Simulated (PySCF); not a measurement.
15N chemical shifts

Non-relativistic, one computed conformer, isolated molecule, averaged over atoms made equivalent by symmetry, fast rotation or ring inversion. GFN2-xTB geometry; GIAO PBE0/pcSseg-1 shieldings; PySCF 2.14.

Shieldings were converted by a linear fit to measured shifts: 15N (scatter 6.3 ppm rms vs CH3NO2, solution or neat liquid). A few per cent of atoms miss by over 2 rms, more outside the fitted compound classes.

Q: Give the 15N shifts of `CCCN(C)N(C)[SiH3]`, `CN(C)[SiH](C)N(C)C`.

A: 
```json
{"compound": "[CH3:1][CH2:2][CH2:3][N:4]([CH3:5])[N:6]([CH3:7])[SiH3:8]", "environment": "N4: nitrogen bonded to O or N", "δ (ppm)": "-312.2"}
{"compound": "[CH3:1][CH2:2][CH2:3][N:4]([CH3:5])[N:6]([CH3:7])[SiH3:8]", "environment": "N6: nitrogen bonded to O or N", "δ (ppm)": "-334.5"}
{"compound": "CN(C)[SiH](C)N(C)C", "environment": "nitrogen bonded to 2 C, Si (×2)", "δ (ppm)": "-371.0"}
```

Q: Match the shifts -57.6, -104.1, -141.2, -260.6, -351.3 ppm to `C=C(C)[C@@H](NC)C(F)F`, `O=CN[C@@H]1C[SiH2]1`, `[SiH3]C[C@H]1C=N1`, `Fc1nc(F)c(F)c(F)c1F`, `C=CC#CC#CC#N`.

A: -57.6: [SiH3]C[C@H]1C=N1 (imine nitrogen); -104.1: C=CC#CC#CC#N (nitrile nitrogen); -141.2: Fc1nc(F)c(F)c(F)c1F (pyridine-type ring nitrogen); -260.6: O=CN[C@@H]1C[SiH2]1 (amide-type nitrogen); -351.3: C=C(C)[C@@H](NC)C(F)F (amine nitrogen).
